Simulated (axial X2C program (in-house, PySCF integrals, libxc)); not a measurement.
**Working with the constants of HI**

A bond curve at the CCSD(T) level, two-component, was computed with an axial X2C code built on PySCF integrals (basis I dyall-cv3z [11s12p8d4f1g], H dyall-v3z [6s2p1d] (cores contracted in-house)) for the state Ω = 0 (closed shell). Its fit gives Re = 1.6154 Å, ωe = 2301.7 cm⁻¹, ωexe = 39.8 cm⁻¹ and αe = 1.715e-01 cm⁻¹; the masses are 126.9045 and 1.0078 u. Two-component means X2C with spin–orbit coupling and atomic mean-field Coulomb and Gaunt terms.

Correlated methods: 8 electrons correlated (number of frozen shells: I 4 s, 3 p, 2 d; H none), 178 virtual spin orbitals or spinors in MP2, 86 natural virtuals in coupled cluster.

Question: Find the reduced mass, Be and the force constant.

Answer: From the CCSD(T) values: μ = 0.9999 u. Be = 16.8576/(μ Re²) = 6.461 cm⁻¹. k = 5.8918×10⁻⁷ μ ωe² = 3.12 mdyn/Å.

Question: Estimate the centrifugal constant by the Kratzer relation.

Answer: D = 4Be³/ωe² = 2.04e-04 cm⁻¹.

Question: Where do the fundamental and the first overtone lie?

Answer: ν(1←0) = ωe − 2ωexe = 2222.1 cm⁻¹; ν(2←0) = 2ωe − 6ωexe = 4364.6 cm⁻¹.

Question: A Morse curve ties αe to the other constants (Pekeris). How well does that hold?

Answer: αe(Morse) = 6Be²/ωe × (√(ωexe/Be) − 1) = 1.613e-01 cm⁻¹; the CCSD(T) curve gives 1.715e-01 cm⁻¹, a ratio of 0.94.

Question: Give B0, the J = 1←0 line in GHz and the most populated J at 300 K (kT = 208.5 cm⁻¹).

Answer: B0 = Be − αe/2 = 6.375 cm⁻¹; 2B0 = 382.2 GHz; J(max) ≈ √(kT/2B0) − 1/2 = 3.5, so J = 4.

Occupations by symmetry block were frozen at the best pattern of an incomplete PBE0 search. Coupled cluster ran in a truncated set of natural virtual spinors; the MP2 energy of the rest was added. (T) has no such correction and the atoms are truncated less, which lowers De at CCSD(T) by a hundredth of an eV or more.
